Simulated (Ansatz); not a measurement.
A nudged elastic band was laid between two geometries of BH$_{5}$MgSn (8 atoms, charge 0, multiplicity 1).

Theory: RKS BHLYP/def2-SVP (Ansatz 0.2.0).

```
movable images  : 5
climbing image  : yes
spring          : 5.0 eV/Å²
optimiser       : quadratic models (default)
start path      : through a guess of the saddle point
force threshold : 0.03 eV/Å
iteration limit : 60
end points      : relaxed
```

Image 0:

```xyz
8
Properties=species:S:1:pos:R:3
B -1.102 1.093 -1.016
Sn 0.603 0.445 0.283
Mg 0.500 -2.253 0.924
H -2.140 1.452 -0.536
H -1.032 1.009 -2.210
H 0.628 1.368 1.733
H 2.099 0.782 -0.494
H 0.444 -3.897 1.317
```

Image 6:

```xyz
8
Properties=species:S:1:pos:R:3
B -1.102 1.092 -1.016
Sn 0.604 0.446 0.283
Mg 0.500 -2.251 0.922
H -1.033 1.007 -2.210
H -2.141 1.448 -0.535
H 0.629 1.368 1.733
H 2.101 0.784 -0.493
H 0.441 -3.895 1.315
```

Problem. Which bonds break or form, and what moves?

Solution. No bond is made or broken. The dihedral H4–B1–Sn2–Mg3 goes from 88 to -87°. The two ends are copies of one structure, up to a mirror image or an exchange of like atoms.

Problem. Give the energies along the band, and the barrier.

Solution. The run converged. The highest image is number 3 of 0 to 6, 0.119 eV above the ends, which have the same energy within 2 meV. A vibrational analysis at the climbing image gives one clearly imaginary mode, 172i cm⁻¹: a first-order saddle point.

```json
{"image": "0", "path coordinate (Å)": "0.00", "energy (eV)": "0.000", "dihedral H4–B1–Sn2–Mg3 (°)": "88"}
{"image": "1", "path coordinate (Å)": "0.73", "energy (eV)": "0.030", "dihedral H4–B1–Sn2–Mg3 (°)": "119"}
{"image": "2", "path coordinate (Å)": "1.47", "energy (eV)": "0.088", "dihedral H4–B1–Sn2–Mg3 (°)": "151"}
{"image": "3", "path coordinate (Å)": "2.20", "energy (eV)": "0.119", "dihedral H4–B1–Sn2–Mg3 (°)": "179"}
{"image": "4", "path coordinate (Å)": "2.95", "energy (eV)": "0.089", "dihedral H4–B1–Sn2–Mg3 (°)": "-152"}
{"image": "5", "path coordinate (Å)": "3.70", "energy (eV)": "0.030", "dihedral H4–B1–Sn2–Mg3 (°)": "-120"}
{"image": "6", "path coordinate (Å)": "4.45", "energy (eV)": "0.000", "dihedral H4–B1–Sn2–Mg3 (°)": "-87"}
```

Problem. What is the geometry of the highest image?

Solution. 
```xyz
8
Properties=species:S:1:pos:R:3
B -1.023 1.141 -1.132
Sn 0.428 0.339 0.426
Mg 0.667 -2.383 0.837
H -1.129 2.325 -1.293
H -1.702 0.426 -1.816
H 0.005 1.158 1.885
H 1.948 1.045 0.013
H 0.807 -4.052 1.081
```

Problem. What are the harmonic wavenumbers there?

Solution. 172i, 89, 201, 262, 332, 333, 489, 496, 503, 681, 757, 907, 1194, 1646, 1886, 1888, 2630, 2734 cm⁻¹.

The run took 3.2 min on 1 thread of Intel(R) Xeon(R) Platinum 8488C (Sapphire Rapids), on a shared host, peak memory 0.19 GiB.
